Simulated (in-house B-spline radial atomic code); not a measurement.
How numerical settings move a run on Cl, [Ne] 3s2 3p5. Computed with a B-spline radial code for spherical atoms: Dirac-Kohn-Sham PBE, spherical fractional occupations, Fermi nucleus of rms radius 3.3654 fm.

Command:
```bash
python run_scf.py task.json out
```
Settings of the sound reference run:
```
Z                17
electrons        17
configuration    [Ne] 3s2 3p5
hamiltonian      dirac
method           pbe,pbe
spin_polarised   False
nucleus          fermi
rms_radius       3.3654
mass_number      35
atomic_mass      34.96885
speed_of_light   137.036
knot_spacing     0.22
spline_order     8
gauss_points     12
box_radius       50
max_iterations   70
damping          0.5
damped_steps     3
diis_vectors     10
tolerance        1e-08
start            Thomas-Fermi
```

Cost of the run: 1.1 s on 1 thread of Arm Neoverse V1, with other jobs on the host.

It converges in 9 iterations to -461.434278 hartree, with 3p3/2 at -8.55338 eV. The other runs change the listed settings, some to values that make no sense; their results aren't properties of the atom or ion. Radii are in bohr (the nuclear one in fm), a minus after a letter asks for a j subshell, and «unchanged» means within 1e-8 hartree. The run stops when the residual is below 10 × tolerance × max(1, Z/10), or a noise floor if that is larger, and the energy moves by less than 1e-8 × √|E| hartree; so very loose and very tight tolerances often act alike.

```tsv
changed settings	outcome
knot_spacing = 1, box_radius = 10, max_iterations = 100, damping = 0.95, tolerance = 0.01	converged in 10 iterations, energy +1.31e-01 hartree from the reference, 3p3/2 level -1.5e-02 eV (the program warns: 3p3/2 reaches the box edge; 3p1/2 reaches the box edge)
max_iterations = 8, tolerance = 0.01	not converged after 8 iterations, last residual 2.1e-06, last energy +0.00e+00 hartree from the reference
max_iterations = 5	not converged after 5 iterations, last residual 3.6e-03, last energy +7.20e-04 hartree from the reference
max_iterations = 3	not converged after 3 iterations, last residual 3.1e-02, last energy +5.69e-02 hartree from the reference
gauss_points = 4	converged in 9 iterations, energy -7.97e-08 hartree from the reference
electrons = 19, configuration = [Ne] 3s2 3p7, max_iterations = 75	stopped with error: shell 3p holds at most 6 electrons
max_iterations = 2	not converged after 2 iterations, last residual 1.4e-01, last energy +1.03e+00 hartree from the reference
electrons = 18, configuration = [Ne] 3s2 3p5 4p-1, max_iterations = 60	converged in 18 iterations to -461.4328 hartree, a different physical problem (warning: 4p1/2 has a positive eigenvalue: unbound, held by the box)
damping = 0	converged in 10 iterations, energy unchanged, 3p3/2 level -1.8e-06 eV
damping = 0.95	converged in 10 iterations, energy unchanged, 3p3/2 level -1.1e-05 eV
```

Question: What happens with method = hf, speed_of_light = 15.30692?

Answer: Converged in 12 iterations to -856.0471 hartree, a different physical problem.

Question: What happens with first_knot = 0.000588, max_iterations = 75, damped_steps = 30, tolerance = 0.0001?

Answer: Converged in 11 iterations, energy +1.64e-05 hartree from the reference, 3p3/2 level +3.9e-04 eV.

Question: What happens with box_radius = 25, max_iterations = 75, tolerance = 1e-05?

Answer: Converged in 9 iterations, energy unchanged.

Question: What happens with damping = 0.2?

Answer: Converged in 10 iterations, energy unchanged, 3p3/2 level -1.0e-05 eV.
